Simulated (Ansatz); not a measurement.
`C=C[CH2][Al]([Cl])[Cl]`. Charge 0, multiplicity 1.

Z-matrix (Å, degrees):
```
C
C 1 1.486
Al 1 2.302 2 57.1
C 1 1.346 2 125.1 3 67.0
H 1 1.088 2 116.4 3 -101.9
H 2 1.090 1 113.9 3 -109.2
H 2 1.085 1 114.2 3 120.3
Cl 3 2.094 1 122.2 2 100.1
Cl 3 2.092 1 107.2 2 -118.9
H 4 1.082 1 121.0 2 -171.9
H 4 1.086 1 121.8 2 11.3
```

Task: What are the harmonic wavenumbers in cm⁻¹ at PBE0-D4/def2-TZVP (Ansatz, finite differences of forces, unscaled)? (Best estimate.)

Result: Ansatz gave: 62, 98, 136, 147, 171, 253, 395, 436, 574, 639, 682, 745, 922, 945, 976, 1001, 1056, 1198, 1322, 1429, 1455, 1647, 3110, 3153, 3155, 3204, 3254.

Task: Is this a minimum?

Result: Yes, all 27 modes are real.

Task: Give the ideal-gas thermochemistry at 298.15 K and 1 bar (rigid rotor, harmonic oscillator; point group C1, symmetry number 1).

Result: Zero-point energy 192.4 kJ/mol; H(298) − E = 216.3 kJ/mol; entropy 381.8 J/(mol·K), of which translation 170.4, rotation 121.4, vibration 90.0; G(298) − E = 102.5 kJ/mol. Modes under 100 cm⁻¹ are hindered rotations or soft bends, so the harmonic entropy is rough.

Task: Rotational constants (cm⁻¹)?

Result: 0.05872, 0.05638, 0.03488.
